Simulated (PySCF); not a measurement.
# Worked example: oscillator strength and radiative lifetime

Ge(H)2(F)(NH2) (FGeH4N), SMILES [NH2][GeH2][F].

Coordinates come from a PBE0-D3(BJ)/def2-TZVP optimisation. Other conformers were not sampled.

PySCF with TDDFT-PBE0/def2-SVPD puts the first singlet state with f over 0.02 at 6.92 eV (vertical), with the transition dipole (0.334, -0.442, 0.000) in atomic units.

Task: Find the oscillator strength, the wavelength and the radiative lifetime that this transition would have in vacuum if emission retraced absorption.

Result: 
|μ|² = 0.3069 au, so |μ| = 1.41 D. ΔE = 6.92/27.211 = 0.2543 hartree. f = (2/3) ΔE |μ|² = 0.052 (the program prints 0.052).
λ = 1239.84/6.92 = 179 nm; ν = 55814 cm⁻¹.
Einstein's coefficient A = 0.6670 ν² f s⁻¹ (ν in cm⁻¹) = 1.1e8 s⁻¹, so τ = 1/A = 9.2 ns. This state is S1. The figure is the radiative limit of this one transition; relaxation, internal conversion, crossing to triplets and a medium change what is measured.
